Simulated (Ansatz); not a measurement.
`OCCN[SiH3]` + `C=N` → `C=NCN[SiH3]` + CH₃OH  (substitution at a C–C bond)

Calculated with Ansatz (gas phase, PBE0-D4/def2-TZVP geometries, no zero-point term in ΔE). CCSD(T)/CBS adds triple-zeta CCSD(T) − MP2 to the extrapolated MP2 energy (def2 sets, frozen cores). This one scheme is used for every species. DFT in def2-TZVPP. One conformer a species, not always the lowest.

```json
{"level": "PBE0-D4", "ΔE (kJ/mol)": "15.5"}
{"level": "ωB97X-V", "ΔE (kJ/mol)": "17.2"}
{"level": "ωB97M-V", "ΔE (kJ/mol)": "18.8"}
{"level": "MP2/def2-TZVPP", "ΔE (kJ/mol)": "16.1"}
{"level": "SCS-MP2/def2-TZVPP", "ΔE (kJ/mol)": "15.7"}
{"level": "CCSD/def2-TZVPP", "ΔE (kJ/mol)": "18.8"}
{"level": "HF/def2-QZVPP", "ΔE (kJ/mol)": "16.1"}
{"level": "MP2/def2-QZVPP", "ΔE (kJ/mol)": "16.0"}
```

Question: What does CCSD(T)/CBS give? (An estimate is asked.)

Answer: Computed: +18.0 kJ/mol. The listed levels differ from it by -2.5, -0.8, 0.8, -1.9, -2.3, 0.8, -1.9, -2.0 kJ/mol.

Largest T1 diagnostic among the species: 0.012.
